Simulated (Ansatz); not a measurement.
Stepwise reaction of `C[Si](C)(S)Cl` with hydrogen chloride, as a gas-phase model of exchange steps in deposition or etching. ΔE in kJ/mol; ΔG adds harmonic PBE0-D4 terms to CCSD(T)/CBS, at 1 bar.

Isolated molecules relaxed with PBE0-D4/def2-TZVP in Ansatz; ΔE leaves out vibrations. CCSD(T)/CBS is the MP2 limit (def2-TZVPP, def2-QZVPP) plus CCSD(T) − MP2 in def2-TZVPP, frozen cores. This one scheme is used for every species. Functionals use def2-TZVPP. B3LYP here is the variant with VWN-RPA as its local correlation; programs differ in this. Each species was taken in one conformer, which may not be the lowest.

```tsv
step	reaction	PBE-D4	B3LYP-D4	ωB97M-V	CCSD(T)/CBS	ΔG(500 K)
1	`C[Si](C)(S)Cl` + HCl → `C[Si](S)(Cl)Cl` + CH₄	-96.2	-99.2	-97.5	-96.2	-85.2
2	`C[Si](S)(Cl)Cl` + HCl → `S[Si](Cl)(Cl)Cl` + CH₄	-84.7	-86.9	-84.8	-83.4	-72.7
```

Q: By hand: ΔE of the 2 steps together at CCSD(T)/CBS.

A: (-96.2) + (-83.4) = -179.6 kJ/mol, or -89.8 kJ/mol a step.

In ΔE each step is higher than the one before. All are downhill at CCSD(T)/CBS. ΔG lies between -85.2 and -72.7 kJ/mol a step. PBE-D4 differs from CCSD(T)/CBS by -1.3 to 0.0 kJ/mol a step. Only this route is followed, and other bonds may react first. Isolated molecules leave out the surface, adducts and barriers. Largest T1 diagnostic: 0.010.
